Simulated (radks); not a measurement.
Question: Valence configurations of Eu III (all share [Xe]). Calculated with a radial shooting solver on a logarithmic mesh with Libxc functionals: Dirac Kohn-Sham, BLYP, spin-unpolarised, spherical densities, point nucleus; open shells fill j = l - 1/2 first. Order these by energy: 4f6.5 6p0.5; 4f6 5d1; 4f5 6p2; 4f6.5 6s0.5; 4f3 5d3 6p1; 4f4 5d2 6p1; 4f3.5 5d0.5 6s1 6p2; 4f4.5 5d0.5 6p2; 4f6 6p1; 4f7.

Answer: From the lowest, in eV above it: 4f7 0.000; 4f6.5 6s0.5 1.398; 4f6.5 6p0.5 3.318; 4f6 5d1 3.777; 4f6 6p1 8.481; 4f5 6p2 25.941; 4f4.5 5d0.5 6p2 33.777; 4f4 5d2 6p1 34.686; 4f3 5d3 6p1 56.927; 4f3.5 5d0.5 6s1 6p2 59.608. NIST lists [Xe] 4f7 as the ground configuration; this level of theory agrees among the configurations tried. The energies are those of spherical spin-averaged densities, not of single terms.
